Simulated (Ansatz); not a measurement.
Basis-set extrapolation for `N[SiH2]C[SiH](N)F` (PBE0-D4/def2-TZVP geometry, frozen core, Ansatz). Multiplicity 1, RHF reference.

|  | def2-TZVPP | def2-QZVPP |
| --- | --- | --- |
| HF | -829.605291 | -829.636158 |
| MP2 correlation | -1.103379 | -1.189196 |
| CCSD(T) correlation | -1.196135 | not run |

Energies in hartree. Use E(X) = E(∞) + A·exp(−7.88·√X) for Hartree–Fock and E(X) = E(∞) + B·X^(−2.97) for correlation, with X = 3 and 4, and add CCSD(T) minus MP2 of the smaller set to the MP2 limit.

What is the CCSD(T) energy at the basis-set limit?

HF limit: -829.636158 + (-0.030867) × 0.13774 = -829.64041. MP2 limit: -1.189196 + (-0.085817) × 0.74074 = -1.25276. Higher-order term: -1.196135 − (-1.103379) = -0.09276. Total: -830.98593 hartree, 5.02 eV below CCSD(T)/def2-TZVPP.
